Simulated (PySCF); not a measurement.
Computed with CAM-B3LYP-D3(BJ)/def2-TZVP (PySCF). Gas-phase values, no solvent. One relaxed conformer stands for a flexible species; it need not be the lowest. 

Reference species (SMILES): `SBS` (H–S–B–S torsion 0°, S–B–S–H torsion 0°) (neutral, multiplicity 1).

```yaml
LUMO: 0.21 eV
HOMO–LUMO gap: 9.10 eV
```

Changed species: `B` (3 of 3 SH replaced by H; the reference has 1 of 3 SH replaced by H).

Predict the effect on the LUMO and HOMO–LUMO gap.

the LUMO drops by 1.09 eV, to -0.88 eV; the HOMO–LUMO gap rises by 1.48 eV, to 10.58 eV.
